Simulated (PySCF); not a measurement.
# Electric field gradients and quadrupole coupling constants

C5H10O2SSi2.
Numbering: `[SiH3:1][O:2][SiH2:3][O:4][CH2:5][c:6]1[cH:7][cH:8][cH:9][s:10]1` (hydrogens: H11, H12, H13 on Si1; H14, H15 on Si3; H16, H17 on C5; H18 on C7; H19 on C8; H20 on C9)

Cartesian coordinates in Å at the GFN2-xTB level; atoms count from 1:
```xyz
20
C5H10O2SSi2 angstrom
Si    -4.231    0.235   -1.168
O     -2.667    0.119   -0.791
Si    -1.330    0.212    0.096
O     -0.569   -1.162   -0.288
C      0.635   -1.658    0.225
C      1.698   -0.617    0.297
C      2.531   -0.195   -0.693
C      3.369    0.871   -0.294
C      3.153    1.246    0.991
S      1.923    0.308    1.741
H     -4.263    0.213   -2.628
H     -4.724    1.500   -0.621
H     -4.932   -0.901   -0.572
H     -1.677    0.266    1.515
H     -0.614    1.403   -0.354
H      0.952   -2.468   -0.442
H      0.455   -2.074    1.224
H      2.547   -0.636   -1.674
H      4.096    1.332   -0.938
H      3.641    2.018    1.552
```

Field gradients from the PBE0/pcSseg-1 density (PySCF, non-relativistic), principal values in atomic units, ordered |Vxx| ≤ |Vyy| ≤ |Vzz|:

```
atom      Vxx      Vyy     Vzz
  O2  -0.4798  -0.6180  1.0978
  O4  -0.4952  -1.2280  1.7232
 S10  -0.3884  -1.3858  1.7742
```

Task: Find the asymmetry η = (Vxx − Vyy)/Vzz and the couplings χ = eQV/h (234.96 MHz × Q in barn × V in au), with Q(17O) = −0.0256 b, Q(33S) = −0.0678 b.

Result: 
```json
{"atom": "O2", "environment": "siloxane oxygen", "nucleus": "17O", "η": "0.13", "χzz (MHz)": "-6.60", "χxx (MHz)": "2.89", "χyy (MHz)": "3.72"}
{"atom": "O4", "environment": "silyl ether oxygen", "nucleus": "17O", "η": "0.43", "χzz (MHz)": "-10.37", "χxx (MHz)": "2.98", "χyy (MHz)": "7.39"}
{"atom": "S10", "environment": "thiophene-type sulfur", "nucleus": "33S", "η": "0.56", "χzz (MHz)": "-28.26", "χxx (MHz)": "6.19", "χyy (MHz)": "22.08"}
```

The tensor is traceless: Vxx + Vyy + Vzz = 0.

Task: What is Vzz at S10 in SI units (1 au = 9.71736 × 10²¹ V/m²)?

Result: 1.7742 au = 17.240 × 10²¹ V/m².

Task: What couplings would deuterons (Q(2H) = 0.00286 b) have in place of the hydrogens, at this geometry?

Result: 
| atom | bonded to | bond length (Å) | Vzz (au) | η | χzz (kHz) |
| --- | --- | --- | --- | --- | --- |
| H11 | Si1 | 1.460 | 0.1621 | 0.02 | 109 |
| H12 | Si1 | 1.463 | 0.1595 | 0.03 | 107 |
| H13 | Si1 | 1.462 | 0.1603 | 0.03 | 108 |
| H14 | Si3 | 1.462 | 0.1580 | 0.03 | 106 |
| H15 | Si3 | 1.461 | 0.1597 | 0.01 | 107 |
| H16 | C5 | 1.096 | 0.2871 | 0.04 | 193 |
| H17 | C5 | 1.097 | 0.2842 | 0.04 | 191 |
| H18 | C7 | 1.075 | 0.3385 | 0.06 | 227 |
| H19 | C8 | 1.075 | 0.3394 | 0.06 | 228 |
| H20 | C9 | 1.072 | 0.3465 | 0.09 | 233 |

One conformer (not necessarily the lowest) at the GFN2-xTB geometry, without solvent, vibrations or thermal averaging. GFN2-xTB bond lengths can be off by several hundredths of an ångström, more for odd bonds, and the gradients follow them. A larger basis could move these couplings by a tenth or more.

The run behind these numbers computed NMR shieldings as well. The run took 65 s on one thread of an Arm Neoverse V1, on a shared host, and the process peaked at 1.1 GiB of memory.
